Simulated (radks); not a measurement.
Values are calculated unless marked as measured or tabulated.
Fractional charge and spin in the 3s shell of sulfur: the spin-up occupation runs from 0 to 1 and the spin-down occupation from 0 to 1; the fullest corner is S, [Ne] 3p(up 2, down 2) 3s(up 1, down 1). Code: a radial shooting solver on a logarithmic mesh with Libxc functionals. Model: scalar-relativistic Kohn-Sham, PBE, spin-polarised, spherical densities, point nucleus. Energy (eV) minus the two flat planes that join the four corners (they meet along the diagonal where the two added fractions sum to one electron); zero is where a piecewise linear energy would lie.

down \ up       0    0.25     0.5    0.75       1
0           0.000  -1.103  -1.463  -1.090   0.000
0.25       -1.103  -1.375  -0.921   0.246  -0.980
0.5        -1.463  -0.921   0.328  -0.821  -1.294
0.75       -1.090   0.246  -0.821  -1.217  -0.961
1           0.000  -0.980  -1.294  -0.961   0.000

Corners above the fullest one (they belong to S+ and the next ion): (up 1, down 0) 22.320 eV, (up 0, down 1) 22.320 eV, (up 0, down 0) 57.001 eV. With half an added electron in each spin the energy lies 0.328 eV from the planes, and with half an added electron in spin up alone -1.463 eV. The planes are only a guide here: the flat-plane condition holds for ground states with one frontier orbital, while this shell lies below other occupied shells, so the corners above the fullest one are inner-hole states and not the ground states of those ions.
